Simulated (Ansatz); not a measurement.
`O[Si@H](Cl)C[Si@@H](O)F` + CH₃OH → `CO[SiH](O)Cl` + `C[SiH](O)F`  (ligand exchange at the Si–C bond)

Computed with Ansatz on PBE0-D4/def2-TZVP structures; ΔE is electronic, products minus reactants. CCSD(T)/CBS adds triple-zeta CCSD(T) − MP2 to the extrapolated MP2 energy (def2 sets, frozen cores). This one scheme is used for every species. DFT in def2-TZVPP. B3LYP here is the variant with VWN-RPA as its local correlation; programs differ in this. Each species was taken in one conformer, which may not be the lowest.

| level | ΔE (kJ/mol) | difference from CCSD(T)/CBS |
| --- | --- | --- |
| r2SCAN-D4 | -94.9 | -0.4 |
| PBE0-D4 | -86.4 | 8.1 |
| B2PLYP | -102.6 | -8.1 |
| B3LYP | -104.5 | -10.0 |
| MP2/def2-TZVPP | -95.7 | -1.2 |
| SCS-MP2/def2-TZVPP | -99.7 | -5.2 |
| CCSD/def2-TZVPP | -97.7 | -3.2 |
| HF/def2-QZVPP | -118.2 | -23.7 |
| SCS-MP2/def2-QZVPP | -100.0 | -5.5 |
| MP2/CBS(def2) | -95.3 | -0.8 |
| CCSD(T)/CBS | -94.5 | 0 |

Largest T1 diagnostic among the species: 0.011.

The D4 term adds +8.2 kJ/mol with B3LYP and +4.8 kJ/mol with PBE0; it sums over pairs of atoms, weighted by their polarisabilities, and B3LYP, whose exchange is more repulsive, gets the larger term. In def2-TZVPP, CCSD(T) changes the Hartree–Fock value by +21.7 kJ/mol (the triples alone add +2.9 kJ/mol) and MP2 by +20.9 kJ/mol.
